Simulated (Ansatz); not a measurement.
Computed with Ansatz on PBE0-D4/def2-TZVP structures; ΔE is electronic, products minus reactants. CCSD(T)/CBS is the MP2 limit (def2-TZVPP, def2-QZVPP) plus CCSD(T) − MP2 in def2-TZVPP, frozen cores. This one scheme is used for every species. DFT in def2-TZVPP. For Ge, Se outer-core shells are correlated without core-valence functions, which leaves a few kJ/mol of doubt a bond. Scalar relativity is left out up to krypton. Each species was taken in one conformer, which may not be the lowest.

Reaction (ligand exchange at a Ge–Cl bond): `[F][GeH]([F])[Cl]` + H₂Se → `[F][GeH]([F])[SeH]` + HCl

```tsv
level	ΔE (kcal/mol)
B97M-V	5.3
r2SCAN	3.9
```

Task: What does CCSD(T)/CBS give? (Estimate.)

Result: Computed: +3.1 kcal/mol. The listed levels differ from it by 2.2, 0.8 kcal/mol.

Largest T1 diagnostic among the species: 0.012.

At CCSD(T), def2-SVP lies +2.4 kcal/mol from the extrapolated value and def2-TZVPP +0.7 kcal/mol. Leaving LDA and LC-ωPBE aside and taking each functional with its dispersion term where it has one, the values, not all of them listed here, spread over 2.8 kcal/mol, from PBE-D4 to B97M-V.
